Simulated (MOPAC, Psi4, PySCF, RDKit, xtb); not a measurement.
Two geometries of SMILES [SiH3]/C=C\S, relaxed at B3LYP-D3(BJ)/def2-SVP with one dihedral held; other torsions can differ between them too.

Structure A

```
10

Si    -1.2951     0.3281    -0.1334
C      0.1419    -0.8719    -0.3683
C      1.3911    -0.6523     0.0621
S      1.8775     0.8746     0.8822
H     -2.5163    -0.3102    -0.7083
H     -1.0529     1.6167    -0.8394
H     -1.5413     0.5957     1.3126
H     -0.0419    -1.8249    -0.8833
H      2.1964    -1.3785    -0.0995
H      1.6030     0.4651     2.1448
```

Structure B

```
10

Si     1.3123     0.3443    -0.1410
C     -0.1211    -0.8478    -0.3882
C     -1.3806    -0.6266     0.0181
S     -1.9281     0.8406     0.8890
H      2.5460    -0.2729    -0.7082
H      1.0689     1.6388    -0.8471
H      1.5188     0.6298     1.3068
H      0.0640    -1.7954    -0.9111
H     -2.1656    -1.3813    -0.1084
H     -1.5898     1.7343    -0.0712
```

Which is lower in energy at the level Psi4 with DF-MP2 (frozen core)/cc-pVTZ // B3LYP-D3(BJ)/def2-SVP, and by how much?

B is lower, by 0.30 kcal/mol (dihedral C2–C3–S4–H10: 90° in A, 60° in B).

E(B) − E(A) in kcal/mol at the other levels, on the same two geometries: MMFF94 // B3LYP-D3(BJ)/def2-SVP (RDKit) -1.28; PBE/def2-TZVP // B3LYP-D3(BJ)/def2-SVP (Psi4) -0.75; PBE-D3(BJ)/def2-TZVP // B3LYP-D3(BJ)/def2-SVP (Psi4) -0.80; wB97X-D/def2-TZVP // B3LYP-D3(BJ)/def2-SVP (Psi4) -0.44; HF/cc-pVTZ // B3LYP-D3(BJ)/def2-SVP (Psi4) 0.33; UFF // B3LYP-D3(BJ)/def2-SVP (RDKit) 2.61; AM1, restricted, heats of formation // B3LYP-D3(BJ)/def2-SVP (MOPAC) -0.76; PM7, restricted, heats of formation // B3LYP-D3(BJ)/def2-SVP (MOPAC) 0.39; GFN1-xTB // B3LYP-D3(BJ)/def2-SVP (xtb) -0.58; restricted B3LYP/6-31G*, spherical d // B3LYP-D3(BJ)/def2-SVP (PySCF) -0.29; restricted Hartree-Fock/LANL2DZ, with its core potentials past Ne // B3LYP-D3(BJ)/def2-SVP (PySCF) 0.44; restricted B3LYP/6-311+G**, spherical d, density fitting // B3LYP-D3(BJ)/def2-SVP (PySCF) -0.31; restricted Hartree-Fock/6-31G*, spherical d // B3LYP-D3(BJ)/def2-SVP (PySCF) 0.47.

MMFF94 has few fitted parameters for silicon.
